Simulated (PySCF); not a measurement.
Shifts of the heteroatoms

Molfile (atoms numbered from 1):
```
C4H4Cl2F2
     RDKit          3D

 12 11  0  0  0  0  0  0  0  0999 V2000
   -1.7071   -1.6029   -0.3380 F   0  0  0  0  0  0  0  0  0  0  0  0
   -1.5562   -0.2994   -0.0333 C   0  0  0  0  0  0  0  0  0  0  0  0
   -2.6620    0.3115   -0.4984 F   0  0  0  0  0  0  0  0  0  0  0  0
   -1.5359   -0.1446    1.7470 Cl  0  0  0  0  0  0  0  0  0  0  0  0
   -0.3018    0.2806   -0.6675 C   0  0  0  0  0  0  0  0  0  0  0  0
    0.9248   -0.3865   -0.1294 C   0  0  0  0  0  0  0  0  0  0  0  0
    1.8780    0.2204    0.5580 C   0  0  0  0  0  0  0  0  0  0  0  0
    1.8707    1.8966    0.9298 Cl  0  0  0  0  0  0  0  0  0  0  0  0
   -0.3824    0.1156   -1.7461 H   0  0  0  0  0  0  0  0  0  0  0  0
   -0.2824    1.3522   -0.4678 H   0  0  0  0  0  0  0  0  0  0  0  0
    1.0090   -1.4472   -0.3135 H   0  0  0  0  0  0  0  0  0  0  0  0
    2.7465   -0.2969    0.9332 H   0  0  0  0  0  0  0  0  0  0  0  0
  1  2  1  0
  2  3  1  0
  2  4  1  0
  2  5  1  0
  5  6  1  0
  6  7  2  0
  7  8  1  0
  5  9  1  0
  5 10  1  0
  6 11  1  0
  7 12  1  0
M  END
```

PySCF 2.14 calculation with structure optimised with GFN2-xTB and σ from GIAO-PBE0/pcSseg-1; one averaged value for each set of equivalent atoms, non-relativistic Hamiltonian, gas phase, one computed conformer.

Problem. Predict the 19F NMR data.

Solution. 
```
atoms              environment  σ (ppm)  δ (ppm)
F1/F3  fluorine of a CF2 group    233.1    -49.6
```

Shieldings were converted by a linear fit to measured shifts: 19F (scatter 6.0 ppm rms, 7.0 ppm with the 5 outliers that the fit left out vs CFCl3, solution or neat liquid, with a term for F on sp3 carbon). A few per cent of atoms miss by over 2 rms, more outside the fitted compound classes.

On a 400 MHz spectrometer 19F resonates near 376.4 MHz, so 1 ppm is 376.4 Hz.
